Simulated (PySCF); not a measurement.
# Ionisation energy of Mn by level of theory

Mn [Ar] 3d5 4s2 (6S) → Mn⁺ [Ar] 3d5 4s1 (7S), as a difference of total energies. Calculation: PySCF 2.14, in x2c-TZVPPall with one added diffuse shell each of s, p, d, f type (7s6p5d3f1g, 80 functions); the spin-free X2C one-electron Hamiltonian (Gaussian nucleus). Correlated levels: valence: [Ar] frozen; valence and next inner shell: [Ne] frozen. The calculations carry no spin-orbit coupling.

```json
{"method": "UHF", "ionisation energy (eV)": "6.027", "error (eV)": "-1.407"}
{"method": "LDA", "ionisation energy (eV)": "7.600", "error (eV)": "+0.166"}
{"method": "PBE", "ionisation energy (eV)": "7.275", "error (eV)": "-0.159"}
{"method": "PBE0", "ionisation energy (eV)": "7.125", "error (eV)": "-0.309"}
{"method": "r2SCAN", "ionisation energy (eV)": "6.961", "error (eV)": "-0.473"}
{"method": "B2PLYP", "ionisation energy (eV)": "7.406", "error (eV)": "-0.028"}
{"method": "M06", "ionisation energy (eV)": "7.860", "error (eV)": "+0.426"}
{"method": "r2SCANh", "ionisation energy (eV)": "6.965", "error (eV)": "-0.469"}
{"method": "PW91", "ionisation energy (eV)": "7.327", "error (eV)": "-0.107"}
{"method": "MP2 (valence)", "ionisation energy (eV)": "7.015", "error (eV)": "-0.419"}
{"method": "SCS-MP2 (valence)", "ionisation energy (eV)": "7.228", "error (eV)": "-0.206"}
{"method": "MP2 (valence and next inner shell)", "ionisation energy (eV)": "7.125", "error (eV)": "-0.309"}
{"method": "SCS-MP2 (valence and next inner shell)", "ionisation energy (eV)": "7.236", "error (eV)": "-0.198"}
```

Reference: 7.434 eV (measured; NIST Atomic Spectra Database, ionization energies).

Errors of the correlated levels include the incompleteness of this basis and the frozen core.

MP2 underrates the near-degeneracy of ns² with np² in the lower species.
